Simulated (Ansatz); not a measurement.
C2H6GaNO (`CO/C=[N]/[GaH2]`) at its PBE0-D4/def2-TZVP geometry, where that method's forces vanish. Total charge 0; spin multiplicity 1.

```json
{"atom": "C1", "x (Å)": "-0.839", "y (Å)": "-0.532", "z (Å)": "1.666"}
{"atom": "O2", "x (Å)": "-1.531", "y (Å)": "-0.638", "z (Å)": "0.433"}
{"atom": "C3", "x (Å)": "-0.846", "y (Å)": "-0.239", "z (Å)": "-0.654"}
{"atom": "N4", "x (Å)": "0.316", "y (Å)": "0.203", "z (Å)": "-0.650"}
{"atom": "Ga5", "x (Å)": "1.740", "y (Å)": "0.862", "z (Å)": "-1.552"}
{"atom": "H6", "x (Å)": "-1.527", "y (Å)": "-0.892", "z (Å)": "2.428"}
{"atom": "H7", "x (Å)": "0.068", "y (Å)": "-1.141", "z (Å)": "1.655"}
{"atom": "H8", "x (Å)": "-0.558", "y (Å)": "0.504", "z (Å)": "1.865"}
{"atom": "H9", "x (Å)": "-1.492", "y (Å)": "-0.374", "z (Å)": "-1.528"}
{"atom": "H10", "x (Å)": "2.826", "y (Å)": "-0.168", "z (Å)": "-1.997"}
{"atom": "H11", "x (Å)": "1.843", "y (Å)": "2.415", "z (Å)": "-1.666"}
```

Q: For each bond, give half the difference of the two atoms' forces along it (eV/Å; positive pushes the atoms apart) under PBE-D4, r2SCAN-D4, B3LYP-D4, ωB97M-V in def2-TZVPP. (Estimate.)

A: Computed: 
```tsv
bond	length (Å)	PBE-D4	r2SCAN-D4	B3LYP-D4	ωB97M-V
C1–O2	1.418	0.29	0.30	0.27	0.19
C1–H6	1.088	0.05	-0.09	-0.13	-0.09
C1–H7	1.092	0.07	-0.07	-0.08	-0.09
C1–H8	1.092	0.07	-0.07	-0.08	-0.10
O2–C3	1.345	0.24	0.17	0.20	0.19
C3–N4	1.244	0.60	0.29	0.03	-0.03
C3–H9	1.095	-0.15	-0.16	-0.20	-0.16
N4–Ga5	1.810	-0.19	-0.15	0.13	0.16
Ga5–H10	1.561	-0.02	-0.09	-0.07	-0.12
Ga5–H11	1.561	-0.02	-0.09	-0.07	-0.12
```

B3LYP here is the variant with VWN-RPA as its local correlation; programs differ in this.
